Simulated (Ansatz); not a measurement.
Consider the substitution at a C–C bond: `BC(=C)CC` + `NCF` → `BC(=C)NCF` + `CC`.

Gas-phase electronic energies from Ansatz, PBE0-D4/def2-TZVP geometries. CCSD(T)/CBS adds triple-zeta CCSD(T) − MP2 to the extrapolated MP2 energy (def2 sets, frozen cores). This one scheme is used for every species. DFT in def2-TZVPP. Each species was taken in one conformer, which may not be the lowest.

```tsv
level	ΔE (kcal/mol)
ωB97M-V	0.3
B2PLYP	-0.3
SCS-MP2/def2-QZVPP	1.6
MP2/CBS(def2)	1.4
```

(1) What does CCSD(T)/CBS give? (An estimate is asked.)

Largest T1 diagnostic among the species: 0.012.

Results:

(1) Computed: +1.2 kcal/mol. The listed levels differ from it by -0.9, -1.5, 0.4, 0.2 kcal/mol.

From PBE to PBE0 (25 % exact exchange), in def2-TZVPP and without D4, ΔE moves by +1.1 kcal/mol. In def2-TZVPP, CCSD(T) changes the Hartree–Fock value by −0.9 kcal/mol (the triples alone add −0.4 kcal/mol) and MP2 by −0.8 kcal/mol.
